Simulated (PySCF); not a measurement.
CH3BeFS. Atoms are numbered in the order given.

```xyz
7

Be     0.1073    -1.0972     0.0000
F     -0.3191    -2.4223     0.0000
S      0.7172     0.6977     0.0000
C     -0.9002     1.6007     0.0000
H     -1.4876     1.3754     0.9002
H     -0.6557     2.6714     0.0000
H     -1.4876     1.3754    -0.9002
```

The structure is a stationary point at B3LYP-D3(BJ)/def2-SVP. The values are those of a single conformer.

All values below come from PySCF with TDDFT-PBE0/def2-SVPD.

Vertical excitations. Gas-phase values at a fixed geometry. State labels are in the subgroup Cs.

| state | symmetry | energy (eV) | λ (nm) | f | main pairs |
|---|---|---|---|---|---|
| S1 | A" | 5.05 | 246 | 0.000 | HOMO→LUMO 98 % |
| S2 | A" | 5.70 | 217 | 0.044 | HOMO→LUMO+1 99 % |
| S3 | A' | 6.42 | 193 | 0.037 | HOMO→LUMO+2 65 %, HOMO−1→LUMO 31 % |
| S4 | A' | 6.79 | 183 | 0.025 | HOMO−1→LUMO 61 %, HOMO→LUMO+2 26 %, HOMO−1→LUMO+1 10 % |
| S5 | A" | 7.24 | 171 | 0.013 | HOMO→LUMO+3 95 % |
| S6 | A' | 7.27 | 171 | 0.106 | HOMO−1→LUMO+1 86 % |
| S7 | A" | 7.28 | 170 | 0.003 | HOMO→LUMO+4 72 %, HOMO→LUMO+5 20 % |
| S8 | A" | 7.66 | 162 | 0.000 | HOMO→LUMO+5 57 %, HOMO→LUMO+4 24 %, HOMO−1→LUMO+2 10 % |
| S9 | A" | 7.77 | 160 | 0.005 | HOMO−1→LUMO+2 79 % |
| S10 | A' | 7.81 | 159 | 0.062 | HOMO→LUMO+6 95 % |
| T1 | A" | 4.68 | 265 | 0 | HOMO→LUMO 93 % |
| T2 | A" | 5.39 | 230 | 0 | HOMO→LUMO+1 94 % |
| T3 | A' | 5.64 | 220 | 0 | HOMO→LUMO+2 81 % |
| T4 | A' | 5.97 | 208 | 0 | HOMO−1→LUMO 83 % |
Triplets are in the Tamm–Dancoff approximation, which puts them higher than full response would, so one can lie above its singlet here.
